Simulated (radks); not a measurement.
Sn29+, configuration [Ar] 3d3. All-electron calculation, scalar-relativistic Kohn-Sham, PBE, spin-polarised, spherical densities, finite nucleus; open shells are filled with parallel spins first (spin-orbit coupling, left out, can overturn this in heavy ions); Fermi nuclear charge, rms radius 4.6519 fm. Program: a radial shooting solver on a logarithmic mesh with Libxc functionals.

Normalised radial functions P(r) = r R(r), r in bohr:

r          2p up  3s down    3p up
0.001395  0.0090   0.1779   0.0046
0.001936  0.0161   0.2345   0.0082
0.002709  0.0291   0.3074   0.0148
0.003761  0.0520   0.3937   0.0264
0.005221  0.0924   0.4922   0.0469
0.007247  0.1629   0.5937   0.0826
0.01006   0.2832   0.6786   0.1433
0.01408   0.4875   0.7113   0.2459
0.01954   0.8012   0.6362   0.4015
0.02713   1.2552   0.3942   0.6211
0.03766   1.8396  -0.0486   0.8869
0.05228   2.4589  -0.6289   1.1205
0.07258   2.8973  -1.1074   1.1531
0.1016    2.8662  -1.0725   0.7427
0.141     2.2365  -0.2288  -0.1920
0.1957    1.2692   1.1159  -1.3432
0.2717    0.4678   2.0005  -1.9881
0.3771    0.0956   1.7163  -1.6448
0.5278    0.0081   0.7605  -0.7474
0.7326    0.0002   0.1606  -0.1693
1.017     0.0000   0.0125  -0.0148

2p up: eigenvalue -5248.0 eV, 0 radial nodes, <r> = 0.109 bohr, 90 % of the charge inside 0.177 bohr. 3s down: eigenvalue -1960.4 eV, 2 radial nodes at r = 0.0365, 0.150 bohr, <r> = 0.317 bohr, 90 % of the charge inside 0.461 bohr. 3p up: eigenvalue -1829.2 eV, 1 radial node at r = 0.133 bohr, <r> = 0.309 bohr, 90 % of the charge inside 0.459 bohr.
